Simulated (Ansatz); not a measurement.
The cluster AlCl₃, relaxed as a singlet with RKS B3LYP-D4/def2-TZVP in Ansatz, starting from the GFN2-xTB geometry. Force threshold 0.02 eV/Å.

The restricted singlet is unstable towards broken spin symmetry in Hartree–Fock (as tested in another run); at B3LYP-D4/def2-TZVP this wasn't settled. In the singlet, Cl2 and Cl4 lie 2.47 Å apart (atoms count from 1), so these atoms are partly bonded to each other. Another isomer (singlet) lies 4.81 eV lower at PBE0-D4/def2-TZVP; other spin states weren't run for this one.

Start:

```xyz
4

Al    0.177    0.041   -1.089
Cl   -0.531   -0.126    3.260
Cl    0.503    0.123   -3.092
Cl   -0.149   -0.038    0.921
```

```csv
step,energy (eV),largest force component (eV/Å),SCF passes
1,-44169.2417,1.073,17
2,-44169.4047,0.113,21
3,-44169.4058,0.023,21
4,-44169.4058,0.003,14
5,-44169.4061,0.012,22
6,-44169.4067,0.024,22
7,-44169.4087,0.083,23
8,-44169.4124,0.041,21
9,-44169.4351,0.245,28
10 (rejected),-44169.4244,0.898,29
11,-44169.4504,0.156,22
12,-44169.4608,0.121,22
13,-44169.4695,0.164,22
14 (rejected),-44169.4694,0.249,22
15,-44169.4728,0.053,23
16,-44169.4733,0.016,23
```

Force components are those of the run's own axes.

End:

| atom | x (Å) | y (Å) | z (Å) |
| --- | --- | --- | --- |
| Al1 | 0.2832 | -0.5768 | -1.1992 |
| Cl2 | -0.5831 | 0.3826 | 3.1428 |
| Cl3 | 0.3778 | 0.7099 | -2.8427 |
| Cl4 | -0.0779 | -0.5156 | 0.8991 |

By distances, no bond broke or formed. The bond that changes most is Cl2–Cl4, from 2.37 to 2.47 Å (atoms count from 1).

The force fell under the threshold at step 4, but the optimiser went on and released 0.067 eV more. No frequencies were taken in this run, so the end may be a saddle point.

It took 33 s on 2 threads of Arm Neoverse V2 on a shared host.
